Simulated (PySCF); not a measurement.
Computed IR spectrum (relative IR intensity) of a molecule C2H5FN2Si. Geometry: PBE0-D3(BJ)/def2-SVP. The values are those of a single conformer. Calculation: PySCF with PBE0-D3(BJ)/def2-SVP. Frequencies are harmonic and unscaled.

Lines under 2 % of the strongest are left out, and lines within 2 cm⁻¹ are merged.

ν (cm⁻¹): 62 (w), 99 (vw), 156 (m), 283 (m), 326 (m), 385 (m), 498 (vw), 571 (w), 602 (w), 713 (w), 762 (m), 810 (m), 885 (m), 919 (w), 942 (vs), 1021 (m), 1141 (s), 1209 (w), 1289 (w), 1349 (w), 1534 (m), 1647 (w), 2219 (vs), 3073 (m), 3144 (w), 3635 (m), 3743 (m) (against the strongest line: vs over 80 %, s over 45 %, m over 15 %, w over 4 %, vw less)

Question: Which molecule gave these data?
(A) C#C[Si](N)(N)F
(B) N[Si@]1(F)C=NC1
(C) N#C[C@H](F)[SiH2]N
(D) N[Si@@H]1C=N[C@@H]1F

Answer: D, N[Si@@H]1C=N[C@@H]1F
